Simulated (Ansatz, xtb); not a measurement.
**C3H6GeS: which of two isomers lies lower**

Structure a: `C#C[C@@H](S)[GeH3]`, a singlet. Structure b: `SC#C[CH2][GeH3]`, a singlet. Both are isolated molecules in the gas phase, relaxed with r2SCAN-D4/def2-SVP; the shapes shown needn't be the lowest conformers.

a (Å):

```xyz
11

C     0.1439   -1.1726    1.9592
C    -0.1961   -0.4349    1.0528
C    -0.5937    0.4607   -0.0078
Ge   -0.2532    2.3453    0.5453
S    -2.3787    0.3327   -0.4497
H     0.4394   -1.8275    2.7575
H     0.0139    0.2854   -0.9126
H    -2.3693   -0.9908   -0.7332
H    -1.0735    2.6308    1.8057
H    -0.6709    3.2736   -0.6033
H     1.2481    2.4738    0.8259
```

b (Å):

```xyz
11

C    -1.5454    2.3558    0.2839
C    -1.3870    1.2152    0.6976
C    -1.1237   -0.1290    1.1533
Ge    0.7061   -0.6923    0.6463
S    -1.9469    3.9184   -0.2072
H    -0.7753    4.2297   -0.8177
H    -1.2039   -0.2135    2.2515
H    -1.8282   -0.8569    0.7136
H     1.7198    0.2611    1.2909
H     0.8387   -0.6446   -0.8809
H     0.9397   -2.1260    1.1494
```

Quicker runs give these differences E(b) − E(a): GFN2-xTB −0.276 eV; HF/STO-3G −0.578 eV (at GFN2-xTB geometries); r2SCAN-D4/def2-SVP//GFN2-xTB −0.319 eV.

**Question.** Estimate E(b) − E(a) at the level CCSD(T)/def2-SVP + ΔMP2/def2-TZVPP.

**Answer.** Calculated at CCSD(T)/def2-SVP + ΔMP2/def2-TZVPP: E(b) − E(a) = −0.197 eV, so structure b lies lower.

Level by level:

```csv
level,geometry,E(b) − E(a) (eV),departure from the last row (eV),"job, with rough time for the two"
GFN2-xTB,GFN2-xTB,−0.276,−0.079,"optimisation, 0.23 s"
HF/STO-3G,GFN2-xTB,−0.578,−0.381,"single point, 0.86 s"
r2SCAN-D4/def2-SVP//GFN2-xTB,GFN2-xTB,−0.319,−0.122,"single point, 4.4 s"
r2SCAN-D4/def2-SVP,r2SCAN-D4/def2-SVP,−0.304,−0.107,"optimisation, 49 s"
HF/def2-SVP,r2SCAN-D4/def2-SVP,−0.263,−0.066,part of the CCSD(T) run
MP2/def2-SVP,r2SCAN-D4/def2-SVP,−0.207,−0.010,part of the CCSD(T) run
CCSD(T)/def2-SVP,r2SCAN-D4/def2-SVP,−0.208,−0.011,single point
CCSD(T)/def2-SVP + ΔMP2/def2-TZVPP,r2SCAN-D4/def2-SVP,−0.197,,"single point, 55 s"
```

As drawn, both hold the same kinds of bond in the same numbers.

None of the levels shown reverses the order. The largest departure from CCSD(T)/def2-SVP + ΔMP2/def2-TZVPP is that of HF/STO-3G, 0.381 eV. The last row adds to CCSD(T) the change of the MP2 difference between the two basis sets, here +0.011 eV.

With thermal terms from frequencies at re-optimised GFN2-xTB minima (ideal gas, soft modes damped towards free rotors, one conformer each, 298.15 K, 1 atm): the zero-point term adds +0.014 eV; ΔH is −0.178 and ΔG −0.204 eV.

The correlated steps freeze 17 core orbitals; the filled d shell of Ge is correlated, in a basis made for valence electrons. Mirror images aren't counted in ΔG. Programs: Ansatz 0.2.0, xtb 6.7.1; the last row on 2 threads of Intel(R) Xeon(R) Platinum 8259CL CPU @ 2.50GHz (Skylake/Cascade Lake) on a shared host.
